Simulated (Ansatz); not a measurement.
Cost and result for the atomization energy of `OC[SiH2]O[SiH3]` (13 atoms, 12 bonds).

```xyz
13

O     0.047    1.212    1.242
C     0.256    1.598   -0.111
Si    1.008    0.106   -0.975
O     0.037   -1.188   -0.743
Si   -0.930   -1.873    0.389
H    -0.431    1.907    1.700
H    -0.687    1.867   -0.607
H     0.926    2.466   -0.193
H     2.358   -0.172   -0.422
H     1.109    0.377   -2.433
H    -0.208   -2.047    1.674
H    -1.339   -3.204   -0.129
H    -2.146   -1.048    0.607
```

Charge 0, multiplicity 1. All single points use the PBE0-D4/def2-TZVP geometry. It is one conformer, not always the lowest. Program: Ansatz. All runs use 4 threads of an Arm Neoverse V1 on a shared host. Times are those of one run each, without the atoms' runs, and a repeat can differ threefold. Electronic energies, without spin–orbit coupling; frozen cores. CCSD(T)/CBS adds CCSD(T) − MP2 in def2-TZVPP to the MP2 limit, and its time is that of the two runs behind it. T1 = 0.011. B3LYP takes the VWN-RPA correlation (the form of Gaussian; ORCA's B3LYP/G).

CCSD(T)/CBS is a level of theory with its own doubt, some kJ/mol a heavy atom from the limit and from the frozen cores, so smaller differences don't rank the functionals.

```csv
level,functions,wall time
PBE-D4/def2-TZVPP (with forces),289,3 s
PBE0-D4/def2-TZVPP,289,3.8 s
r2SCAN-D4/def2-TZVPP (with forces),289,6 s
B3LYP-D4/def2-TZVPP (with forces),289,6.5 s
B2PLYP/def2-TZVPP,289,7 s
ωB97X-V/def2-TZVPP,289,10 s
ωB97M-V/def2-TZVPP (with forces),289,15 s
MP2/def2-QZVPP,551,32 s
CCSD(T)/def2-TZVPP,289,4.1 min
CCSD(T)/CBS(def2),–,4.6 min
```

Problem. What atomization energy does each give, and how far from CCSD(T)/CBS? (Best estimate.)

Solution. Computed: 
```json
{"level": "PBE-D4/def2-TZVPP (with forces)", "atomization (kcal/mol)": "1094.3", "difference from CCSD(T)/CBS": "-3.3", "per bond": "-0.3"}
{"level": "PBE0-D4/def2-TZVPP", "atomization (kcal/mol)": "1080.4", "difference from CCSD(T)/CBS": "-17.2", "per bond": "-1.4"}
{"level": "r2SCAN-D4/def2-TZVPP (with forces)", "atomization (kcal/mol)": "1092.0", "difference from CCSD(T)/CBS": "-5.6", "per bond": "-0.5"}
{"level": "B3LYP-D4/def2-TZVPP (with forces)", "atomization (kcal/mol)": "1091.4", "difference from CCSD(T)/CBS": "-6.2", "per bond": "-0.5"}
{"level": "B2PLYP/def2-TZVPP", "atomization (kcal/mol)": "1080.1", "difference from CCSD(T)/CBS": "-17.5", "per bond": "-1.5"}
{"level": "ωB97X-V/def2-TZVPP", "atomization (kcal/mol)": "1098.8", "difference from CCSD(T)/CBS": "1.2", "per bond": "0.1"}
{"level": "ωB97M-V/def2-TZVPP (with forces)", "atomization (kcal/mol)": "1096.3", "difference from CCSD(T)/CBS": "-1.3", "per bond": "-0.1"}
{"level": "MP2/def2-QZVPP", "atomization (kcal/mol)": "1097.4", "difference from CCSD(T)/CBS": "-0.2", "per bond": "0.0"}
{"level": "CCSD(T)/def2-TZVPP", "atomization (kcal/mol)": "1067.4", "difference from CCSD(T)/CBS": "-30.2", "per bond": "-2.5"}
{"level": "CCSD(T)/CBS(def2)", "atomization (kcal/mol)": "1097.6", "difference from CCSD(T)/CBS": "0.0", "per bond": "0.0"}
```

From PBE to PBE0 (25 % exact exchange), in def2-TZVPP and without D4, the atomization energy moves by −12.9 kcal/mol: exact exchange takes away binding that semilocal exchange gives to molecules. The D4 term adds +10.7 kcal/mol with B3LYP and +5.7 kcal/mol with PBE0; it sums over pairs of atoms, weighted by their polarisabilities, and B3LYP, whose exchange is more repulsive, gets the larger term. In def2-TZVPP, CCSD(T) changes the Hartree–Fock value by +261.8 kcal/mol (the triples alone add +12.6 kcal/mol) and MP2 by +273.6 kcal/mol; breaking electron pairs costs correlation energy, which Hartree–Fock lacks.
